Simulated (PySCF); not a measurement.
HOZn, SMILES [OH][Zn+], charge +1. Coordinates come from a PBE-D3(BJ)/def2-TZVP optimisation. The multiplicity is an assumed one; other spin states were not compared. The isomer is the one that the SMILES or the coordinates give; other isomers of the formula were not compared.

These are PBE-D3(BJ)/def2-TZVP (PySCF) values and carry that method's errors.

Harmonic wavenumbers (cm⁻¹): 644, 900, 3599. Rotational constants (GHz): 655.9, 11.53, 11.33; symmetry number 1.

Q: Work out the zero-point energy and the ideal-gas rigid-rotor harmonic-oscillator thermochemistry at 298.15 K and 1 atm.

A: ZPE = ½ Σ hcν = ½ × 5143 cm⁻¹ = 30.76 kJ/mol. H − E(el) = 41.18 kJ/mol. Entropy in J/(mol K): translation 163.76, rotation 78.94, vibration 2.17, total 244.88. G − E(el) = -31.83 kJ/mol. Cp = 39.28 J/(mol K).
